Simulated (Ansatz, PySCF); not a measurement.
This Ansatz (an electronic-structure program) input computes a PBE/def2-TZVPD energy:

Ansatz 0.2 input:
```yaml
crystal:
  periodic: [false, false, false]
  atoms:
    - {symbol: B, position_ang: [-0.00000000, -0.00000000, -0.73975084]}
    - {symbol: O, position_ang: [0.00000000, 0.00000000, 0.46234428]}
basis:
  gaussian:
    orbitals: def2-TZVPD
hamiltonian:
  xc: {name: PBE}
magnetization: {spin_polarized: true, initial_magnetization: 1}
output: {forces: true}
```

Q: Write an input for the same energy in PySCF and say what it gives.

A: 
```python
from pyscf import gto, scf, dft

mol = gto.M(
    atom='''
    B    -0.00000000   -0.00000000   -0.73975084
    O     0.00000000    0.00000000    0.46234428
    ''',
    basis='def2-tzvpd',
    charge=0,
    spin=1,
    symmetry='C2v',
    verbose=4,
)

mf = dft.UKS(mol, xc='pbe').density_fit(auxbasis='def2-universal-jkfit')
mf.grids.level = 3
mf.conv_tol = 1e-9
mf.max_cycle = 100
mf.max_memory = 1500
mf.kernel()
if not mf.converged:
    mf = mf.newton()
    mf.kernel(mf.make_rdm1())
mf.analyze()
```
It gives -99.95005 Eh, and Ansatz -99.95004 Eh, a difference of 0.01 mEh.
